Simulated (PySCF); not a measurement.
C₃H₅O, SMILES [CH]=C(C)O, multiplicity 2.

Geometry optimised at B3LYP-D3(BJ)/def2-SVP. The isomer is the one that the SMILES or the coordinates give; other isomers of the formula were not compared. One conformer was computed; it need not be the lowest.

Method: PySCF with TDA-ωB97X/def2-SVPD.

Vertical excitations. Gas-phase values at a fixed geometry.

```json
[
 {"state": "root 1", "energy (eV)": "1.84", "λ (nm)": "672", "f": "0.001", "main pairs": "β HOMO→LUMO 96 %"},
 {"state": "root 2", "energy (eV)": "4.60", "λ (nm)": "270", "f": "0.001", "main pairs": "α HOMO→LUMO+1 41 %, β HOMO→LUMO+2 48 %"},
 {"state": "root 3", "energy (eV)": "5.78", "λ (nm)": "215", "f": "0.003", "main pairs": "α HOMO−1→LUMO+1 93 %"},
 {"state": "root 4", "energy (eV)": "6.30", "λ (nm)": "197", "f": "0.004", "main pairs": "β HOMO→LUMO+1 86 %"},
 {"state": "root 5", "energy (eV)": "6.59", "λ (nm)": "188", "f": "0.003", "main pairs": "β HOMO−2→LUMO 86 %"},
 {"state": "root 6", "energy (eV)": "6.79", "λ (nm)": "183", "f": "0.006", "main pairs": "α HOMO→LUMO 89 %"},
 {"state": "root 7", "energy (eV)": "7.12", "λ (nm)": "174", "f": "0.050", "main pairs": "α HOMO−1→LUMO 86 %"},
 {"state": "root 8", "energy (eV)": "7.35", "λ (nm)": "169", "f": "0.302", "main pairs": "α HOMO→LUMO+1 44 %, β HOMO→LUMO+2 38 %"},
 {"state": "root 9", "energy (eV)": "7.38", "λ (nm)": "168", "f": "0.004", "main pairs": "β HOMO−1→LUMO 84 %"},
 {"state": "root 10", "energy (eV)": "7.94", "λ (nm)": "156", "f": "0.001", "main pairs": "β HOMO→LUMO+3 54 %, β HOMO→LUMO+5 18 %, β HOMO→LUMO+4 12 %"}
]
```
Unrestricted roots are not spin-pure.
